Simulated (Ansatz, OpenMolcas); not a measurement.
Worked example: the enthalpy of formation of IF (iodine monofluoride)

IF has 2 atoms, charge 0, and is taken as a singlet. As SMILES, `FI`. Geometry: the measured bond length.

```xyz
2

F     0.0000    0.0000    0.0000
I     0.0000    0.0000    1.9098
```

Total energies at HF/def2-TZVP (core potential) (OpenMolcas 26.06); the atoms run unrestricted:

| species | state | energy (Eh) |
| --- | --- | --- |
| IF | singlet | -396.098948 |
| F | doublet | -99.411799 |
| I | doublet | -296.658567 |

Harmonic wavenumbers at wB97M-V/def2-TZVPD, in cm⁻¹: 640.

Measured heats of formation of the gaseous atoms at 298.15 K, in kJ/mol: F 79.4, I 106.8. Spin-orbit lowering of the atoms at 298 K (mean of the ground term's levels less their thermal mean, from spectra), in kJ/mol: F 1.29, I 30.32. Take 1 Eh = 2625.50 kJ/mol, 1 cm⁻¹ = 0.0119627 kJ/mol, RT = 2.479 kJ/mol.

Problem. What heat of formation follows?

Solution. 
1. Electronic atomisation energy: (-99.411799) + (-296.658567) − (-396.098948) = 0.028582 Eh = 75.0 kJ/mol.
2. Zero-point energy: half the sum of the wavenumbers, 320 cm⁻¹ = 3.8 kJ/mol.
3. Thermal vibrational enthalpy, Σ hcν̃/(exp(hcν̃/kT) − 1): 0.4 kJ/mol. Translation, rotation and pV of a linear molecule: 3.5 RT = 8.7 kJ/mol.
4. The 2 free atoms carry 5/2 RT each: 12.4 kJ/mol.
5. Spin-orbit coupling lowers the free atoms by 1.29 + 30.32 = 31.6 kJ/mol.
6. Atomisation enthalpy at 298 K: 75.0 − 31.6 − 3.8 − 0.4 − 8.7 + 12.4 = 42.9 kJ/mol.
7. Sum of the atoms' heats of formation: 186.2 kJ/mol. Heat of formation: 186.2 − 42.9 = +143.3 kJ/mol.

The tabulated value is -94.8 kJ/mol (NIST-JANAF tables), so this level is off by +238.1 kJ/mol, or 84.8 % of the atomisation enthalpy. Hartree–Fock leaves out correlation, which is larger in the molecule than in the atoms, so it underbinds and puts the heat of formation too high. Anharmonicity and any spin-orbit splitting of the molecule are left out.
